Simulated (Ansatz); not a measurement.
Job for Ansatz (a first-principles code): R-PBE/def2-TZVPP on CH7BN2 (SMILES CB(N)N), a point of a torsion scan.

Ansatz 0.2 input:
```yaml
crystal:
  periodic: [false, false, false]
  atoms:
    - {symbol: C, position_ang: [-1.19232536, -0.74480386, 0.06091947]}
    - {symbol: B, position_ang: [-0.10858721, 0.36721046, -0.29804462]}
    - {symbol: N, position_ang: [0.79311887, 0.82430591, 0.67692067]}
    - {symbol: N, position_ang: [-0.03981803, 0.88765671, -1.60118983]}
    - {symbol: H, position_ang: [-1.37078715, -0.81894934, 1.13061684]}
    - {symbol: H, position_ang: [-0.86291450, -1.72568038, -0.27745897]}
    - {symbol: H, position_ang: [-2.14840453, -0.55012362, -0.41920642]}
    - {symbol: H, position_ang: [1.50431916, 1.51082487, 0.49804432]}
    - {symbol: H, position_ang: [0.79689966, 0.48905997, 1.62215467]}
    - {symbol: H, position_ang: [-0.65280913, 0.59811114, -2.34029818]}
    - {symbol: H, position_ang: [0.63096132, 1.57694185, -1.89065765]}
basis:
  gaussian:
    orbitals: def2-TZVPP
hamiltonian:
  xc: {name: PBE}
scf: {lower_state_search: off}
```

Q: What total energy does the run end on?

A: -176.6071 hartree.
